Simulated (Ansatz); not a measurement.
A basis-limit estimate, worked out

An elementary step of BH₅OF₂, closed shell (BH₃O ([BH2][OH]) + HF + HF → BH₂F ([BH2][F]) + H₂O + HF (still joined by a long B–O bond); bonds formed: B1–F6, O2–H7, H5–F8; bonds broken: H5–F6, H7–F8; bonds weakened to dative contacts: B1–O2). “Start” is the structure reached by relaxing down from the saddle towards the reactants; PBE0-D4/def2-TZVP structures. The saddle:

```xyz
9
angstrom
B 0.0120 -0.9469 -0.1934
O -0.0553 0.2571 -1.0262
H -1.0711 -1.4011 0.0220
H 0.9504 -1.6533 -0.4149
H -0.0339 0.6565 1.2666
F 0.3974 -0.2813 1.3171
H -0.4177 1.2060 -0.2262
F -0.5645 1.7112 0.7093
H 0.7825 0.4517 -1.4544
```

Program: Ansatz 0.2.0. Basis: def2-TZVPP and def2-QZVPP. Cores are frozen in the correlated methods.

Energies in eV:

| quantity | saddle | start |
| --- | --- | --- |
| Hartree–Fock, triple zeta (X = 3) | -8203.93632 | -8204.72370 |
| Hartree–Fock, quadruple zeta (X = 4) | -8204.30173 | -8205.10532 |
| MP2 correlation, X = 3 | -25.09154 | -24.51852 |
| MP2 correlation, X = 4 | -27.21363 | -26.66480 |
| CCSD(T) correlation, X = 3 | -26.30935 | -25.77307 |

Problem. Work out the barrier at the basis limit: extrapolate Hartree–Fock as E(X) = E∞ + A exp(−7.88 √X) and the MP2 correlation as E(X) = E∞ + B X^−2.97 (the exponents that Neese and Valeev fitted for def2-TZVPP and QZVPP), then add CCSD(T) − MP2 in triple zeta.

Solution. Each step is linear, so take the differences first (saddle − start): Hartree–Fock 0.78738 (X = 3) and 0.80359 (X = 4); MP2 correlation -0.57302 and -0.54883; CCSD(T) correlation -0.53628.
Two points give E∞ = E(4) + w [E(4) − E(3)], with w = 1/(exp(7.88 (2 − √3)) − 1) = 0.1377 for Hartree–Fock and w = 1/((4/3)^2.97 − 1) = 0.7407 for the correlation.
Hartree–Fock: 0.80359 + 0.1377 × 0.01621 = 0.8058 eV.
MP2 correlation: -0.54883 + 0.7407 × 0.02419 = -0.5309 eV.
CCSD(T) − MP2: -0.53628 − (-0.57302) = 0.0367 eV.
Sum: 0.8058 + (-0.5309) + 0.0367 = 0.3116 eV, or 7.19 kcal/mol. Plain CCSD(T) in triple zeta gives 0.2511 eV, so the larger basis shifts the result by 0.0605 eV.

The T1 diagnostic stays at or below 0.012.

Steps of this kind, hydrogen fluoride cutting a network bond, underlie vapour etching and the fluorination step of atomic layer etching.

Labels in which every atom is bracketed show which atoms are joined, not bond orders.

For scale, one of the runs: CCSD(T)/def2-TZVPP, 194 basis functions (an equivalent command: `ansatz run in.yaml --threads 4`). The run took 45 s on 4 CPU threads (shared host), with 2.5 GiB of host memory at its peak.
